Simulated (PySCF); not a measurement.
Exercise with solution: oscillator strength and radiative lifetime

disilanylformaldehyde (CH6OSi2), SMILES O=C[SiH2][SiH3].

Coordinates come from a B3LYP-D3(BJ)/def2-SVP optimisation. The values are those of a single conformer.

TDA-PBE/def2-SVPD (PySCF) puts the first singlet state with f over 0.02 at 5.12 eV (vertical), with the transition dipole (0.588, 0.043, 0.233) in atomic units.

Q: Find the oscillator strength, the wavelength and the radiative lifetime that this transition would have in vacuum if emission retraced absorption.

A: 
|μ|² = 0.4019 au, so |μ| = 1.61 D. ΔE = 5.12/27.211 = 0.1882 hartree. f = (2/3) ΔE |μ|² = 0.050 (the program prints 0.050).
λ = 1239.84/5.12 = 242 nm; ν = 41296 cm⁻¹.
Einstein's coefficient A = 0.6670 ν² f s⁻¹ (ν in cm⁻¹) = 5.7e7 s⁻¹, so τ = 1/A = 17 ns. This state is S3; the lower singlets have f = 0.007, 0.012. The figure is the radiative limit of this one transition; relaxation, internal conversion, crossing to triplets and a medium change what is measured.
